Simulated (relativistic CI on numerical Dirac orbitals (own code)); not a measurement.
Electric-dipole transitions in Dy¹⁶⁺

These numbers are calculated, not measured: Dirac-Coulomb-Breit CI, separate exchange-only KLI orbitals for each configuration, QED by a radiative potential, unscaled Slater integrals (own radial code, finite nucleus).

Configuration list (outside the closed core [Ar] 3d10): 4s2.4p6.4d10.4f4, 4s2.4p6.4d10.4f3.5s, 4s2.4p6.4d10.4f2.5s2, 4s2.4p6.4d10.4f2.5s.5p, 4s2.4p6.4d10.4f3.5p, 4s2.4p6.4d10.4f2.5p2, 4s2.4p6.4d10.4f2.5s.5d, 4s2.4p6.4d9.4f5, 4s2.4p6.4d10.4f3.5d, 4s2.4p6.4d10.4f2.5p.5d, 4s2.4p6.4d9.4f3.5s2, 4s2.4p6.4d10.4f2.5d2, 4s2.4p6.4d10.4f3.6s, 4s2.4p6.4d10.4f3.5f, 4s2.4p6.4d9.4f4.5s, 4s2.4p6.4d10.4f3.6p, 4s2.4p6.4d10.4f3.5g, 4s2.4p6.4d10.4f3.6d, 4s2.4p6.4d10.4f3.7s, 4s2.4p6.4d10.4f3.6f, 4s2.4p6.4d10.4f3.7p, 4s2.4p5.4d10.4f3.5s2, 4s.4p6.4d10.4f3.5s2. Levels of other configurations are missing.

| λ vac (Å) | Lower | Upper | A (s⁻¹) | log gf | S velocity/length |
| --- | --- | --- | --- | --- | --- |
| 302.96 | 4s2.4p6.4d10.4f3.5s 3I°_6 [153] | 4s2.4p6.4d10.4f3.5p 3K_7 [400] | 1.47e+10 | 0.48 | 0.74 |
| 304.71 | 4s2.4p6.4d10.4f3.5s 5I°_8 [95] | 4s2.4p6.4d10.4f3.5p 3K_8 [297] | 8.59e+09 | 0.31 | 0.59 |
| 307.18 | 4s2.4p6.4d10.4f3.5s 5I°_4 [80] | 4s2.4p6.4d10.4f3.5p 5H_3 [276] | 1.71e+10 | 0.23 | 0.51 |
| 307.21 | 4s2.4p6.4d10.4f3.5s 3K°_7 [125] | 4s2.4p6.4d10.4f3.5p 1L_8 [345] | 1.09e+10 | 0.42 | 0.74 |
| 309.74 | 4s2.4p6.4d10.4f3.5s 3K°_8 [133] | 4s2.4p6.4d10.4f3.5p 3L_9 [350] | 2.12e+10 | 0.76 | 0.74 |
| 309.82 | 4s2.4p6.4d10.4f3.5s 5G°_5 [127] | 4s2.4p6.4d10.4f3.5p 5H_6 [340] | 1.75e+10 | 0.51 | 0.66 |
| 311.72 | 4s2.4p6.4d10.4f3.5s 3H°_5 [104] | 4s2.4p6.4d10.4f3.5p 3H_6 [305] | 9.85e+09 | 0.27 | 0.67 |
| 312.19 | 4s2.4p6.4d10.4f3.5s 5I°_5 [83] | 4s2.4p6.4d10.4f3.5p 5I_6 [275] | 1.17e+10 | 0.35 | 0.66 |
| 312.31 | 4s2.4p6.4d10.4f3.5s 5G°_6 [135] | 4s2.4p6.4d10.4f3.5p 5H_7 [347] | 1.98e+10 | 0.64 | 0.67 |
| 312.37 | 4s2.4p6.4d10.4f3.5s 3H°_6 [115] | 4s2.4p6.4d10.4f3.5p 3I_7 [321] | 1.64e+10 | 0.56 | 0.69 |
| 312.66 | 4s2.4p6.4d10.4f3.5s 5I°_4 [80] | 4s2.4p6.4d10.4f3.5p 5I_4 [273] | 1.39e+10 | 0.26 | 0.56 |
| 313.10 | 4s2.4p6.4d10.4f3.5s 5I°_6 [88] | 4s2.4p6.4d10.4f3.5p 5I_7 [278] | 1.52e+10 | 0.53 | 0.67 |
| 313.67 | 4s2.4p6.4d10.4f3.5s 5I°_7 [91] | 4s2.4p6.4d10.4f3.5p 5K_8 [283] | 1.84e+10 | 0.66 | 0.68 |
| 313.72 | 4s2.4p6.4d10.4f3.5s 5I°_8 [95] | 4s2.4p6.4d10.4f3.5p 5K_9 [287] | 2.18e+10 | 0.79 | 0.69 |
| 313.90 | 4s2.4p6.4d10.4f3.5s 5F°_5 [110] | 4s2.4p6.4d10.4f3.5p 5G_6 [313] | 1.58e+10 | 0.48 | 0.65 |
| 314.99 | 4s2.4p6.4d10.4f3.5s 3G°_5 [137] | 4s2.4p6.4d10.4f3.5p 3H_6 [344] | 1.86e+10 | 0.56 | 0.66 |
| 315.00 | 4s2.4p6.4d10.4f3.5s 5I°_5 [83] | 4s2.4p6.4d10.4f3.5p 5I_5 [274] | 1.13e+10 | 0.27 | 0.54 |
| 315.74 | 4s2.4p6.4d10.4f3.5s 3I°_5 [94] | 4s2.4p6.4d10.4f3.5p 3K_6 [285] | 1.04e+10 | 0.30 | 0.71 |
| 316.98 | 4s2.4p6.4d10.4f3.5s 5I°_6 [88] | 4s2.4p6.4d10.4f3.5p 5I_6 [275] | 7.97e+09 | 0.19 | 0.53 |
| 317.34 | 4s2.4p6.4d10.4f3.5s 3I°_6 [99] | 4s2.4p6.4d10.4f3.5p 3K_7 [290] | 1.03e+10 | 0.37 | 0.73 |
| 318.99 | 4s2.4p6.4d10.4f3.5s 3K°_8 [133] | 4s2.4p6.4d10.4f3.5p 3K_8 [329] | 8.78e+09 | 0.36 | 0.52 |
| 319.66 | 4s2.4p6.4d10.4f3.5s 3I°_7 [106] | 4s2.4p6.4d10.4f3.5p 3K_8 [297] | 1.15e+10 | 0.48 | 0.73 |
| 320.33 | 4s2.4p6.4d10.4f3.5s 3K°_7 [125] | 4s2.4p6.4d10.4f3.5p 3K_7 [318] | 9.57e+09 | 0.34 | 0.53 |
| 320.49 | 4s2.4p6.4d10.4f3.5s 3I°_5 [94] | 4s2.4p6.4d10.4f3.5p 3I_5 [281] | 1.19e+10 | 0.31 | 0.58 |
| 322.48 | 4s2.4p6.4d10.4f3.5s 3L°_7 [156] | 4s2.4p6.4d10.4f3.5p 3M_8 [365] | 9.79e+09 | 0.41 | 0.73 |
| 322.61 | 4s2.4p6.4d10.4f3.5s 3I°_6 [99] | 4s2.4p6.4d10.4f3.5p 3I_6 [286] | 9.93e+09 | 0.30 | 0.58 |
| 418.33 | 4s2.4p6.4d10.4f3.5s 5I°_8 [95] | 4s2.4p6.4d10.4f3.5p 3K_8 [209] | 4.15e+09 | 0.27 | 0.44 |
| 420.16 | 4s2.4p6.4d10.4f3.5s 5I°_8 [95] | 4s2.4p6.4d10.4f3.5p 5H_7 [208] | 5.42e+09 | 0.33 | 0.33 |
| 422.54 | 4s2.4p6.4d10.4f3.5s 5I°_7 [91] | 4s2.4p6.4d10.4f3.5p 5H_6 [207] | 4.91e+09 | 0.23 | 0.34 |
| 430.86 | 4s2.4p6.4d10.4f3.5s 5I°_4 [80] | 4s2.4p6.4d10.4f3.5p 5K_5 [201] | 5.04e+09 | 0.19 | 0.57 |

Terms are leading LS components. Brackets give the number of a level in order of energy, since labels repeat. The list gives strong lines, with weight on those to low levels, among the lowest 400 of 9614 levels, so that lines to higher ones, which can be the strongest, are missing. Levels whose partners in the same complex of configurations lie outside the list can be far off, and so can their lines. Rates are taken at the computed energies, electric ones in the length gauge. A velocity-to-length ratio far from 1 marks an uncertain rate.

At this charge energies of transitions that change n are usually good to better than 1 %, and those within a shell (Δn = 0) to a few per cent. Terms inside the open d or f shell come out 10 to 20 % too wide with unscaled integrals.

LS names give the leading component of a level, which can be under half, so a name can repeat, a term be missing and a line seem to break the LS rules.
